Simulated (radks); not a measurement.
Values are calculated unless marked as measured or tabulated.
Ionisation of neutral bromine, [Ar] 3d10 4s2 4p5, to Br+, [Ar] 3d10 4s2 4p4, under several functionals. Dirac Kohn-Sham, spin-unpolarised, spherical densities, finite nucleus; open shells are shared between the two j in proportion to 2j + 1; a radial shooting solver on a logarithmic mesh with Libxc functionals. Known Delta-SCF values: PBE 12.560 eV. What does RPBE give, and what is its highest occupied eigenvalue?

Answer. 12.528 eV by Delta-SCF; the 4p3/2 eigenvalue is -7.670 eV. NIST: 11.814 eV (measured).

Beside tabulated values, note that spin-unpolarised runs miss the spin-polarisation part of the exchange energy of open shells.
